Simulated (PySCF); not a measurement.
# Exercise with solution: dipole moment from atomic charges

SiOBr2, SMILES Br[Si](=O)Br. Atoms are numbered in the order given.

```xyz
4

Si     0.0000     0.0000     0.8348
O      0.0000     0.0000     2.3627
Br     0.0000    -1.7909    -0.4370
Br     0.0000     1.7909    -0.4370
```
Charge 0, spin multiplicity 1.

Coordinates come from a B3LYP-D3(BJ)/def2-SVP optimisation.

Charges (e) from PySCF with ωB97X/def2-TZVPD:

| atom | IAO | ESP fit |
|---|---|---|
| Si1 | 1.174 | 0.513 |
| O2 | -0.814 | -0.491 |
| Br3 | -0.180 | -0.011 |
| Br4 | -0.180 | -0.011 |

The dipole moment of the full density is 3.47 D.

Task: What dipole moment does each set of point charges give, and which comes closer to that of the density?

Result: 
μ = Σ q r, and 1 e Å = 4.8032 D.
IAO: Σ q r = (0.000, 0.000, -0.786) e Å, |μ| = 3.77 D.
ESP fit: Σ q r = (0.000, 0.000, -0.722) e Å, |μ| = 3.47 D.
ESP fit comes closer in size. Point charges leave out the atoms' own dipoles (lone pairs, polarised bonds); fits to the potential absorb them, partitions of the density don't.
